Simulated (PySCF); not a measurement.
C2H3ClFNSi, SMILES C#C[Si@@](N)(F)Cl. The structure is a stationary point at PBE-D3(BJ)/def2-SVP. The structure was generated by enumeration; whether it is a known compound was not checked. The values are those of a single conformer.

Computed equilibrium geometry at PBE-D3(BJ)/def2-SVP (PySCF confirms it by a frequency run) as Cartesian coordinates in Å (one conformer of several):
```xyz
9

C      2.6463     0.0902    -1.1789
C      1.4884    -0.0128    -0.7841
Si    -0.2284    -0.1668    -0.1933
N     -1.2846     0.5764    -1.3082
F     -0.5057    -1.7604     0.0518
Cl    -0.4906     0.7204     1.6518
H      3.6683     0.1831    -1.5241
H     -2.2545     0.7872    -1.0676
H     -1.1411     0.4633    -2.3133
```
